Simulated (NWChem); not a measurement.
Molecule: C$_{2}$H$_{5}$BF$_{2}$O; SMILES CB(O)C(F)F

```xyz
11

C      1.0466    -1.8448    -0.1309
B     -0.1100    -0.7992    -0.0424
O     -1.3589    -1.1494     0.3160
C      0.1362     0.7587    -0.3754
F     -1.0253     1.4595    -0.1595
F      1.0853     1.2720     0.4528
H      0.7325    -2.8527     0.1735
H      1.8939    -1.5257     0.4990
H      1.4424    -1.8963    -1.1600
H     -1.9427    -0.3771     0.3363
H      0.4494     0.9713    -1.4154
```
Atoms are numbered in this order, from 1.

All runs: NWChem. The geometry was optimised at PBE0/def2-SVP. GIAO values for the isolated, static molecule; σ is the absolute isotropic shielding, δ = σ(reference) − σ with the isolated reference molecule computed at the same levels (13C: tetramethylsilane, 19F: trichlorofluoromethane, 1H: tetramethylsilane, 17O: water).

For level LDA (Slater exchange, VWN5)/pcSseg-1:

```yaml
"δ O3 (ppm)": 211.6
"δ C4 (ppm)": 129.3
"δ F5 (ppm)": -194.1
"δ H10 (ppm)": 7.02
"δ H11 (ppm)": 5.99
```

Question: Estimate the same quantities for level PBE/pcSseg-1.

Answer: 
- δ O3 (ppm) = 197.0
- δ C4 (ppm) = 124.2
- δ F5 (ppm) = -187.3
- δ H10 (ppm) = 6.78
- δ H11 (ppm) = 5.86
